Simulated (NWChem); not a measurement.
System: C2H4ClIn; SMILES [Cl][InH][CH]=C

```xyz
8

In    -0.6403    -0.0398     0.0000
H     -2.2771     0.4671     0.0000
Cl     0.9050     1.7676     0.0000
C      0.4612    -1.8614     0.0000
C      1.7990    -1.8250     0.0000
H     -0.0511    -2.8309     0.0000
H      2.4038    -2.7413     0.0000
H      2.3512    -0.8776     0.0000
```
Atoms are numbered in this order, from 1.

Results from NWChem. The geometry was optimised at PBE0/def2-SVP. def2 effective core potentials on In; no spin-orbit coupling.

For level PBE0/def2-SVP (core potentials):

```yaml
highest occupied level (eV): -7.87
orbital gap (eV): 6.07
dipole (D): 3.12
```

Problem. Estimate the same quantities for level PBE0/STO-3G (all-electron, non-relativistic).

Solution. 
* **highest occupied level (eV)**: -5.28
* **orbital gap (eV)**: 6.34
* **dipole (D)**: 3.37
